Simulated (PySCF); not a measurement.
A calculated (LDA, PySCF 2.14, aug-cc-pVTZ, no relativity, point nucleus) atom or ion has these occupied shells.

| shell | electrons | orbital energy (eV) | rms radius, mean of both spins (bohr) |
| --- | --- | --- | --- |
| 1s α | 1 | -52.129 | 0.685 |
| 1s β | 1 | -52.055 | 0.685 |
| 2p α | 1 | -1.862 | 5.08 |

Problem. Name the element and its charge.

Solution. Li (lithium, neutral), in [He] 2p1, 2P determinant (an excited configuration).
